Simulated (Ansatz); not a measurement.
Basis-set series for C2H4F2O2Si (`CC(=O)O[SiH](F)F`). Total charge 0; spin multiplicity 1. All single points use the PBE0-D4/def2-TZVP geometry. It is one conformer, not always the lowest.

```tsv
functional	basis	functions	energy (Eh)	HOMO (eV)	LUMO (eV)
PBE0-D4	def2-SVP	122	-717.45365	-8.57	-0.32
PBE0-D4	def2-TZVPP	284	-718.09008	-8.66	-0.48
ωB97M-V	def2-SVP	122	-717.86648	-10.99	2.03
ωB97M-V	def2-TZVPP	284	-718.51499	-11.10	1.80
```

Give the rows for def2-QZVPP. (An estimate is asked.)

The calculation gave: 
```csv
functional,basis,functions,energy (Eh),HOMO (eV),LUMO (eV)
PBE0-D4,def2-QZVPP,532,-718.12440,-8.69,-0.54
ωB97M-V,def2-QZVPP,532,-718.54704,-11.14,1.54
```

Positive LUMOs are unbound and depend on the basis.

All numbers were calculated with Ansatz.
